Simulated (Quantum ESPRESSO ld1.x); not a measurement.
Values are calculated unless marked as measured or tabulated.
Valence configurations of Tb2+ (all share [Xe]). Level of theory: scalar-relativistic Kohn-Sham, LDA (Slater exchange, Perdew-Wang correlation), spin-polarised, spherical densities, point nucleus; open shells are filled with parallel spins first (ld1.x of Quantum ESPRESSO 7.5). Energies are relative to 4f9; eigenvalues in eV for spin up.

| valence | E (eV) | moment (Bohr magnetons) | e(4f) | e(5d) | e(6p) | e(6s) |
|---|---|---|---|---|---|---|
| 4f9 | 0.000 | 5 | -18.474 | - | - | - |
| 4f8.5 5d0.5 | 0.899 | 6 | -21.549 | -14.999 | - | - |
| 4f8 6s1 | 3.014 | 7 | -27.527 | - | - | -17.159 |
| 4f8 6p1 | 7.832 | 7 | -28.747 | - | -12.984 | - |
| 4f7 5d1 6s1 | 10.422 | 9 | -35.007 | -19.645 | - | -18.031 |
| 4f8 5d1 | 2.639 | 7 | -24.872 | -15.940 | - | - |
| 4f7 6p2 | 23.212 | 9 | -40.318 | - | -14.971 | - |
| 4f6 5d3 | 26.458 | 9 | -39.715 | -19.401 | - | - |
| 4f7.5 5d1.5 | 5.337 | 8 | -28.412 | -16.851 | - | - |
| 4f7 5d1 6p1 | 15.559 | 9 | -36.208 | -20.557 | -13.542 | - |

NIST lists [Xe] 4f9 as the ground configuration; this level of theory agrees among the configurations tried. The energies are those of spherical high-spin densities, not of single terms.
